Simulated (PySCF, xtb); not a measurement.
(Z)-1-chlorobut-1-ene (C₄H₇Cl), SMILES CC/C=C\Cl. The values are those of a single conformer.

Harmonic wavenumbers (cm⁻¹) from xtb 6.7.1 with GFN2-xTB at its own minimum, in rising order: 36, 179, 222, 263, 454, 549, 732, 753, 830, 876, 932, 1066, 1086, 1107, 1217, 1241, 1267, 1329, 1410, 1469, 1499, 1503, 1689, 2953, 3006, 3034, 3040, 3044, 3058, 3082.

Task: What does PBE-D3(BJ)/def2-SVP run with PySCF give at its own minimum? (The exact figures need the calculation; the answer reports its results.)

Result: 38, 188, 240, 267, 478, 561, 701, 738, 776, 882, 909, 1017, 1050, 1078, 1192, 1239, 1260, 1321, 1343, 1404, 1419, 1429, 1656, 2960, 2970, 3031, 3059, 3067, 3077, 3144. Paired by order, the mean absolute difference is 28 cm⁻¹ and the zero-point energies are 61.4 and 60.8 kcal/mol.
